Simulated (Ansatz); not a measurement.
C2H8OSSi (SMILES CO[SiH2]SC), singlet, at a GFN2-xTB geometry; SC-NEVPT2/6-31G, CASSCF(2,2) (Ansatz, a quantum-chemistry and plane-wave program).

Ansatz was given this input:
Ansatz 0.2 input:
```yaml
crystal:
  periodic: [false, false, false]
  atoms:
    - {symbol: Si, position_ang: [0.11857974, -0.62335841, 0.68097809]}
    - {symbol: O, position_ang: [1.70511071, -0.59821371, 0.41316576]}
    - {symbol: C, position_ang: [2.55624540, 0.46989814, 0.11316646]}
    - {symbol: S, position_ang: [-0.87934013, 0.55797702, -0.80896870]}
    - {symbol: C, position_ang: [-2.60959352, 0.20127885, -0.37639328]}
    - {symbol: H, position_ang: [-0.26910747, -0.05659473, 1.97233535]}
    - {symbol: H, position_ang: [-0.17299776, -2.03436844, 0.51791164]}
    - {symbol: H, position_ang: [3.48639780, 0.05464806, -0.27579200]}
    - {symbol: H, position_ang: [2.10864760, 1.12554909, -0.63623217]}
    - {symbol: H, position_ang: [2.76892741, 1.05006383, 1.01386674]}
    - {symbol: H, position_ang: [-2.79987751, 0.50025252, 0.64926195]}
    - {symbol: H, position_ang: [-3.23012433, 0.77738477, -1.05408873]}
    - {symbol: H, position_ang: [-2.80333677, -0.85890186, -0.50342220]}
basis:
  gaussian:
    orbitals: 6-31G
magnetization: {spin_polarized: false}
correlation: {method: sc_nevpt2, electrons: all, active_space: {window: {electrons: 2, orbitals: 2}}}
```

It wrote (shortened):

```
Functional definition: HF
865 factors; integrals over basis functions are off by at most 2.0e-4 eV
mean field evaluation 1: about -22897.8145 eV, gradient 3.0e1 eV
mean field evaluation 2: about -22897.8190 eV, gradient 3.0e1 eV
mean field evaluation 4: about -22900.0310 eV, gradient 3.1e0 eV
mean field evaluation 8: about -22900.0583 eV, gradient 7.1e-5 eV
mean field -22900.05831695 eV, -841.5616209310 hartree, gradient 3.2e-6 eV, S^2 0.000000; 0 other end points of the search recorded, 0 dependent functions left out
reference -22900.05831695 eV, -841.5616209310 hartree; 29, 29 occupied and 40, 40 virtual orbitals, 865 factors
state -22900.49620836 eV, -841.5777131433 hartree
state -22900.49620836 eV, -841.5777131433 hartree; corrected -22911.40373464 eV, -841.9785573407 hartree
Total energy: -22911.40373464 eV, -841.9785573407 hartree
```
